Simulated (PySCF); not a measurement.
Dipole response of Te²⁺ (tellurium, charge +2)

[Kr] 4d10 5s2 5p2, high-spin 3P determinant. All numbers are calculated (PySCF 2.14, scalar relativity through the core potential, in aug-cc-pV5Z-PP with ECP28MDF (8s8p6d4f3g2h, 139 functions)). Coupled (time-dependent) response in atomic units; α is the mean over directions.

```tsv
method	mean α (bohr³)	α xx, yy, zz	C₆ (like pair)	S(−4)
UHF	15.51	15.53, 15.50, 15.50	103.0	58.19
PBE	14.88	14.53, 15.05, 15.05	97.96	52.18
```

S(−4) is the Cauchy moment in α(ω) = α(0) + S(−4) ω² + …

Spin-orbit coupling is absent.

α(iu) at UHF:

| u (hartree) | α(iu) (bohr³) |
| --- | --- |
| 0 | 15.51 |
| 0.0500 | 15.36 |
| 0.100 | 14.95 |
| 0.200 | 13.53 |
| 0.300 | 11.73 |
| 0.500 | 8.401 |
| 0.750 | 5.628 |
| 1.00 | 4.017 |
| 1.50 | 2.416 |
| 2.00 | 1.673 |
| 3.00 | 0.9820 |
| 5.00 | 0.4702 |

A single London oscillator, α(iu) = α/(1 + u²/ω²), gives C₆ = (3/4) ω α². Matching the computed C₆ needs ω = 4 × 103.0 / (3 × 15.51²) = 0.571 hartree.

For an ion, C₆ is the dispersion term alone; charge-induced terms of lower order in 1/R come first.

The components differ because the open shell of this determinant is not spherical; for a pure term their mean is the scalar polarisability.

Energies and moments cover only the electrons outside the core potential.
